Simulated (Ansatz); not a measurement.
`C[S][Mg][SH]`, relaxed with RKS PBE0-D4/def2-TZVP in Ansatz 0.2.0 from a GFN2-xTB geometry. The force threshold is 0.005 eV/Å; the program also tests the step.

Charge 0, multiplicity 1.

Start:

```xyz
8

C    -0.383    0.925   -1.065
S     1.430    0.728   -1.048
Mg    1.429   -0.858    0.656
S    -0.414   -1.376    1.989
H    -0.782    0.888   -0.049
H    -0.586    1.898   -1.502
H    -0.828    0.144   -1.682
H     0.135   -2.349    2.699
```

(1) How much energy does the relaxation release, and in how many steps? (Estimate.)

(2) Which bonds change most? (Estimate.)

(3) Give the relaxed structure. (An estimate is asked.)

## Answers

(1) Computed: 8.31 kcal/mol, in 28 steps, 3 of them rejected.

(2) Ansatz gave: S2–Mg3 from 2.328 to 2.282 Å; Mg3–S4 from 2.333 to 2.287 Å; S4–H8 from 1.324 to 1.345 Å; C1–S2 from 1.823 to 1.828 Å.

(3) The calculation gave: 
```xyz
8

C    -0.366    1.102   -1.352
S     1.201    0.913   -0.430
Mg    0.655   -0.522    1.258
S     0.088   -1.942    2.959
H    -1.145    1.554   -0.740
H    -0.160    1.770   -2.189
H    -0.720    0.153   -1.755
H     0.447   -3.028    2.250
```
